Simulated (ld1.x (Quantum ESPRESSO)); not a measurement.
## Before and after: TM potential for bismuth

```
Element                 : bismuth
Generator               : ld1.x (Quantum ESPRESSO) 7.5
Type                    : norm-conserving Troullier–Martins (Kleinman–Bylander form)
Functional              : PBEsol
Relativity              : scalar-relativistic
Frozen core             : [Xe] 4f14 5d10
Valence charge          : 5
Reference configuration : 6s2 6p3
Partial waves           : 6s (bound): rc 1.50 bohr; 6p (bound): rc 2.55 bohr; 6d channel at -0.2 Ry: rc 2.70 bohr
Local potential         : the d channel
Core correction         : none
```

All-electron outer shells of the reference configuration (PBEsol, scalar-relativistic, ld1.x):

```csv
shell,level (eV),outermost node (bohr),outermost maximum (bohr)
5p,-95.82,0.48,0.86
5d,-27.06,0.51,1.03
6s,-14.53,0.98,1.86
6p,-4.60,1.14,2.44
```

Change: wave 6d channel at -0.2 Ry: rc 2.70 bohr becomes 6d channel at 2.47 Ry: rc 2.70 bohr.

Cutoffs: the cutoffs (Ry, on a coarse ladder) from which the occupation-weighted sum of valence levels, in a spherical-Bessel basis at the reference potential, stays within 10 and 1 mRy of its value at 400 Ry; they do not see the model core or the augmentation charge, which bear on the density cutoff. Errors are all-electron minus pseudo energies relative to the spin-unpolarised reference configuration.

Q: Predict the effect on cutoff, ghosts and configuration errors.

A: The potential gets neither clearly harder nor softer (55 Ry and 140 Ry → 55 Ry and 140 Ry); the bound ghost in p, s disappears; of the 7 tests that both files solve, the error grows in 3 and shrinks in 4 by more than 15 % and 0.3 meV (median size 18.4 → 8.2 meV); the range in which the d phases agree widens (upper end 0.2 → 4.6).

```csv
quantity,base,changed
"cutoff, loose",55 Ry,55 Ry
"cutoff, tight",140 Ry,140 Ry
loose cutoff by channel (10 mRy a level),"s 35 Ry, p 10 Ry","s 35 Ry, p 8 Ry"
bound ghosts,"s, p",none
"error for 6s2 6p2, meV [ΔE 7.95 eV]",-18,-5.2
"error for 6s2 6p1, meV [ΔE 23.24 eV]",-76,-13
"error for 6s2 6p0, meV [ΔE 46.60 eV]",-113,+35
"error for 6s2 6p2.5, meV [ΔE 3.11 eV]",-4.5,-1.7
"error for 6s1 6p4, meV [ΔE 10.12 eV]",-0.5,+8.2
"error for 6s2 6p3.3, meV [ΔE -1.10 eV]",-0.1,+0.6
"error for 6s1 6p0, meV [ΔE 92.07 eV]",-77,+178
s: phases at 2.97 bohr within 0.05 rad from the reference energy up to (Ry; the scan ends near 5),1.0,0.1
p: phases at 2.97 bohr within 0.05 rad from the reference energy up to (Ry; the scan ends near 5),2.1,2.2
d: phases at 2.97 bohr within 0.05 rad from the reference energy up to (Ry; the scan ends near 5),0.2,4.6
```

 A true bound ghost makes a file unfit for plane-wave use even where its test errors are small: the radial tests pick states by their node count and pass the ghost by.
